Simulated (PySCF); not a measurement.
# Dipole moment and polarisability of `C#C[Si@H](C)n1cccc1F`

C7H8FNSi.
Cartesian coordinates in Å at the PBE0-D3(BJ)/def2-SVP level; atoms count from 1:
```xyz
18
C7H8FNSi angstrom
C     -2.485    2.486    0.115
C     -1.951    1.420   -0.128
Si    -1.184   -0.203   -0.492
C     -1.851   -1.513    0.647
N      0.583   -0.074   -0.307
C      1.536   -0.188   -1.313
C      2.783   -0.033   -0.762
C      2.618    0.189    0.641
C      1.269    0.154    0.852
F      0.577    0.306    1.972
H     -2.949    3.432    0.333
H     -1.365   -0.528   -1.931
H     -2.941   -1.607    0.533
H     -1.387   -2.486    0.421
H     -1.628   -1.253    1.692
H      1.234   -0.372   -2.341
H      3.727   -0.073   -1.302
H      3.384    0.353    1.394
```

Level: CAM-B3LYP/def2-SVPD (PySCF), static field, nuclei fixed, core orbitals frozen in the response. The polarisability tensor in these axes (au):

```
x   127.16  -8.01  -2.82
y    -8.01 100.56   4.65
z    -2.82   4.65  99.42
```

Diagonalise the tensor; give its mean and Δα, where Δα² is half the sum of the squared differences of the eigenvalues.

Principal values 94.91, 102.32 and 129.91 au; mean 109.05 au = 16.16 Å³ = 17.98 × 10⁻⁴⁰ C²·m²/J; Δα = 31.95 au (29 % of the mean).

What is the dipole moment, and where does it point?

(-1.52, -0.29, -0.61) D, 1.66 D in size, pointing from the negative to the positive side. Measured along this direction, the outermost atoms are H18 at the negative end and H13 at the positive end.

What depolarisation ratio follows for Rayleigh scattering of linearly polarised light, taking the static tensor?

ρ = 3Δα²/(45ᾱ² + 4Δα²) = 3062.1/(535096 + 4082.7) = 0.00568.

Find the Langevin capture rate constant for NO+ (29.998 u) meeting this molecule (153.041 u), k = 2.342 × 10⁻⁹ cm³/s × √(α in Å³ / reduced mass in u).

The reduced mass is 25.08 u, so k = 1.88 × 10⁻⁹ cm³/s. The formula leaves out the permanent dipole, which adds to the capture rate.

In a dilute gas of rigid molecules at 400 K, how does the orientational term μ²/3kT compare with the electronic polarisability?

In Gaussian units μ²/3kT = 16.64 Å³ against 16.16 Å³, a ratio of 1.03; the Debye molar polarisation (4π/3)N_A(α + μ²/3kT) is 82.7 cm³/mol, leaving out the vibrational part.

The structure is a single PBE0-D3(BJ)/def2-SVP conformer in the gas phase; no vibrational or solvent corrections.

The run behind these numbers computed excited states and ΔSCF ions as well. Hardware: one thread, Intel Xeon at 2.50 GHz (x86_64), no GPU, shared host with 64 logical CPUs at a one-minute load of 63. Cost: 7.8 min wall (grids of density and orbitals included), 1.3 GiB resident at most.
